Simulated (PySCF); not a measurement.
Which determinant of PPb⁺ lies lowest?

Unrestricted PBE0; PySCF, scalar-relativistic core potentials, basis sets P def2-SVP, Pb def2-SVP with ECP60. Outer shells of the fragments: P 3s2 3p3; Pb+ 5d10 6s2 6p1.

Followed along the bond (rough minima from three points):

```tsv
2Ms+1	unpaired	⟨S²⟩ at the start	R at minimum (Å)	Te (eV)
3	π ↑↑	2.01	2.62	0.00
1	π ↑↓	1.01	2.62	0.30
3	σ ↑, π ↑	2.12	2.50	0.73
1	σ ↓, π ↑	1.04	2.47	1.00
1	none	0.00	2.62	1.22
```

Solutions found at the starting distance of 2.560 Å, counted from the lowest of them; the search is not exhaustive and high or unbound solutions are not listed, so other states can lie among these:

```tsv
2Ms+1	unpaired	term	E (eV)	⟨S²⟩	⟨Lz²⟩	μ (D)
3	π ↑↑	³Σ⁻	0.00	2.01	0.00	-0.05
1	π ↑↓	mixed	0.30	1.01	2.01	-0.19
3	σ ↑, π ↑	³Π	0.72	2.12	1.01	0.04
1	σ ↓, π ↑	mixed	1.00	1.04	1.02	0.18
1	none	mixed	1.22	0.00	2.00	-0.70
5	σ ↑, π ↑↑↑	⁵Π	1.79	6.00	1.00	-2.53
3	σ ↑, π ↑↑↓	mixed	2.45	3.02	3.02	-2.54
3	σ ↓, π ↑↑↑	mixed	2.50	3.02	1.00	-2.53
3	π ↑↑	mixed	3.22	2.01	2.01	-4.35
5	σ ↑↑, π ↑↑	⁵Σ⁻	4.33	6.00	0.00	-2.66
```

A term symbol is given only where ⟨S²⟩ and ⟨Lz²⟩ are close to those of a pure state; real π, δ and φ orbitals otherwise mix terms. A positive dipole points towards Pb; it is taken about the centre of mass and depends on that origin.

These are scalar-relativistic numbers at best; spin–orbit coupling would shift them, the dissociation energy most.
